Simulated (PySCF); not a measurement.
Gas-phase reaction: GeH2F2 + GeF4 → 2 GeF3 + H2

Energies from PySCF, thermal terms from the rigid-rotor harmonic-oscillator model, ideal gas at 1 bar. † marks an energy on the PBE0/def2-TZVP geometry and frequencies; other levels use their own. MP2 and CCSD(T) freeze the core. Open shells (unrestricted): GeF3 (multiplicity 2); the rest are closed-shell singlets. B3LYP is the form with VWN-RPA correlation. Ge: all electrons, no relativistic terms. GeH2F2, GeF3: computed as isolated molecules; such fragments, hydroxides, amides, oligomers or adducts are transient or little studied in the gas. MP2 isn't extrapolated to the basis-set limit. CCSD(T) isn't extrapolated to the basis-set limit.

```json
[
 {"level": "B3LYP/def2-TZVP†", "ΔH°(298 K), kJ": "…"},
 {"level": "CCSD(T)/def2-TZVPP†", "ΔH°(298 K), kJ": "291"},
 {"level": "M06-2X/def2-TZVP†", "ΔH°(298 K), kJ": "…"},
 {"level": "MP2/def2-TZVPP†", "ΔH°(298 K), kJ": "…"},
 {"level": "PBE/def2-SVP", "ΔH°(298 K), kJ": "240"},
 {"level": "PBE/def2-TZVP†", "ΔH°(298 K), kJ": "226"},
 {"level": "PBE0/def2-SVP†", "ΔH°(298 K), kJ": "271"},
 {"level": "PBE0/def2-TZVP", "ΔH°(298 K), kJ": "256"},
 {"level": "r2SCAN/def2-TZVP†", "ΔH°(298 K), kJ": "244"},
 {"level": "LDA/def2-TZVP†", "ΔH°(298 K), kJ": "…"}
]
```

Problem. What belongs in the gaps?

Solution. 
- B3LYP/def2-TZVP†, ΔH°(298 K), kJ: 239
- M06-2X/def2-TZVP†, ΔH°(298 K), kJ: 259
- MP2/def2-TZVPP†, ΔH°(298 K), kJ: 287
- LDA/def2-TZVP†, ΔH°(298 K), kJ: 278
